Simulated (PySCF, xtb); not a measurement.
C4H2BrCl, SMILES Br/C(C#C)=C/Cl.

GFN2-xTB in xtb at its own geometry gives an orbital gap of 3.36 eV and a dipole moment of 2.26 D.

The structure is a stationary point at ωB97X-D3(BJ)/def2-SVP. The structure was generated by enumeration; whether it is a known compound was not checked.

**Question.** What does HF/def2-TZVP (PySCF) give? (The exact figures need the calculation; the answer reports its results.)

**Answer.** gap 11.49 eV (levels -9.46 and 2.03 eV), dipole 0.29 D.
